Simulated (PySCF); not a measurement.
Method: PBE-D3(BJ)/def2-TZVP // PBE0-D3(BJ)/def2-TZVP run with PySCF. Isolated molecules, 0 K electronic values unless said otherwise. Delta-SCF ions had no search for a lower state. Excitations are Tamm–Dancoff values on a coarser integration grid. The basis has no diffuse functions, so Rydberg states are missing or too high.

Reference species (SMILES): `C1=[SiH][SiH2][SiH2]1` (neutral, multiplicity 1).

The dipole moment comes out as 0.97 D. The vertical ionisation energy (Delta-SCF) is 8.64 eV and the brightest of the four lowest singlets (TDA) is 4.68 eV.

Changed species: `[Si]1(C)=[SiH][SiH2]1`.

What does the change do to the dipole moment, vertical ionisation energy (Delta-SCF) and brightest of the four lowest singlets (TDA)?

the dipole moment increases by 0.96 D, to 1.93 D; the vertical ionisation energy (Delta-SCF) decreases by 1.04 eV, to 7.60 eV; the brightest of the four lowest singlets (TDA) drops by 0.84 eV, to 3.84 eV.
